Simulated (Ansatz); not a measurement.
One geometry of the cluster Sn4H8, several levels of theory.

```yaml
crystal:
  periodic: [false, false, false]
  atoms:
    - {symbol: Sn, position_ang: [0.712590, 0.912716, 0.184213]}
    - {symbol: Sn, position_ang: [1.286030, 1.092052, -2.733371]}
    - {symbol: Sn, position_ang: [-0.434050, -1.397999, -1.408340]}
    - {symbol: Sn, position_ang: [-1.060700, -0.441591, 1.996382]}
    - {symbol: H, position_ang: [-0.445871, -0.118456, 3.584258]}
    - {symbol: H, position_ang: [-0.431007, 1.511849, -3.071086]}
    - {symbol: H, position_ang: [0.084352, 2.518705, 0.405081]}
    - {symbol: H, position_ang: [1.062409, -2.155517, -0.731047]}
    - {symbol: H, position_ang: [-2.663995, 0.192626, 1.863077]}
    - {symbol: H, position_ang: [0.791038, -0.755424, -2.899735]}
    - {symbol: H, position_ang: [2.232716, 0.804018, 1.010418]}
    - {symbol: H, position_ang: [-1.133503, -2.162980, 1.800150]}
basis:
  gaussian: {orbitals: def2-TZVP, initial_orbitals: start.molden}
hamiltonian: {xc: {name: wB97M-V}}
scf: {omitted_lower_state_checks: [starts]}
output: {orbitals: {seedname: orbitals}}
```

The file start.molden holds the orbitals of an earlier run on this structure, at another level or in another basis.

```sh
$ ansatz run in.yaml --threads 4 --pin off --events-out ev --progress --plain --max-ram 4787MiB
```

Shortened log:

```
Functional definition: wB97M-V
2080 factors; their error is unknown
499 factors; integrals over basis functions are off by at most 7.8e-6 eV
mean field evaluation 1: about -23449.4443 eV, gradient 1.0e1 eV
mean field evaluation 2: about -23449.6153 eV, gradient 2.0e-1 eV
mean field evaluation 4: about -23449.7958 eV, gradient 6.9e-4 eV
mean field -23449.79584501 eV, -861.7641024617 hartree, gradient 1.1e-5 eV, S^2 0.000000; 0 other end points of the search recorded, 0 dependent functions left out
reference -23449.79592999 eV, -861.7641055847 hartree; 48, 48 occupied and 200, 200 virtual orbitals, 2080 factors
Total energy: -23449.79592999 eV, -861.7641055847 hartree
Checks for a lower state left out: starts
```

Run time 16 s (4 threads of Arm Neoverse V2 on a shared host), peak host memory 1.4 GiB.

The first input with `hamiltonian: {xc: r2scan, dispersion: d4}` (abridged; 6 s):

```
Functional definition: r2SCAN
mean field -23464.70801312 eV, -862.3121145317 hartree, gradient 2.0e-5 eV, S^2 0.000000
Total energy: -23464.80405239 eV, -862.3156439100 hartree
Checks for a lower state left out: starts
```

First input, but with `gaussian: {orbitals: STO-3G}`, `hamiltonian: {xc: hf}` (abridged; 2.4 s):

```
Functional definition: HF
mean field -649204.02246648 eV, -23857.8077793519 hartree, gradient 2.6e-5 eV, S^2 0.000000
Total energy: -649204.02246648 eV, -23857.8077793519 hartree
Checks for a lower state left out: starts
```

The first input with `hamiltonian: {xc: {name: r2SCAN0}, dispersion: d4}` (abridged; 8 s):

```
Functional definition: r2SCAN0
mean field -23461.55146612 eV, -862.1961135691 hartree, gradient 2.3e-5 eV, S^2 0.000000
Total energy: -23461.67449228 eV, -862.2006346970 hartree
Checks for a lower state left out: starts
```

Geometry: PBE-D4/def2-SVP.

In the def2 sets Sn takes a core potential, while STO-3G treats all electrons; there is no spin–orbit coupling. Another isomer (singlet) lies 0.35 eV lower at PBE0-D4/def2-TZVP; other spin states weren't run for this one.
